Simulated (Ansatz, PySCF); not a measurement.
Lewis adduct: BH3 (SMILES B) (first 4 atoms) with AsH3 (SMILES [AsH3]); geometry from B3LYP-D3(BJ)/def2-TZVP, rigid monomers moved along the line of their centres of mass till B1···As5 is 3.76 Å.
(charge 0, multiplicity 1):
| atom | x (Å) | y (Å) | z (Å) |
|---|---|---|---|
| B | -0.0052 | -0.0598 | 0.6296 |
| H | -0.8662 | 0.7776 | 0.5787 |
| H | -0.3529 | -1.1824 | 0.3770 |
| H | 1.0665 | 0.2658 | 0.1928 |
| As | 0.6790 | -0.2625 | 4.3248 |
| H | -0.4430 | -0.6524 | 5.2566 |
| H | 1.1517 | 0.9737 | 5.0513 |
| H | 1.7274 | -1.2277 | 4.8234 |

Interaction energies are E(AB) − E(A) − E(B) at the monomers' geometry in the complex; basis-set methods are counterpoise corrected.

Frozen-core correlation. Filled d and f shells under p-block atoms count as core. CBS: X⁻³ extrapolation of the correlation energy, Hartree–Fock from the larger set. Rows in 6-31G* carry no dispersion term and start afresh at each structure (6-31G* with six Cartesian d functions); the Pople sets are all-electron and without relativity.

The values were computed with Ansatz (Gaussian basis) for Hartree–Fock, density functionals and correlated methods; PySCF for 6-31G* rows. Each number belongs to the level named beside it.

Question: What is the computed interaction energy (B3LYP/6-31G*)?

Answer: -122 meV

Question: What interaction energy does wB97X-V/def2-TZVPPD give?

Answer: -147 meV

Question: Predict the interaction energy from CCSD(T)/CBS(aug-cc-pVDZ, aug-cc-pVTZ).

Answer: -138 meV

Ansatz is an electronic-structure program.
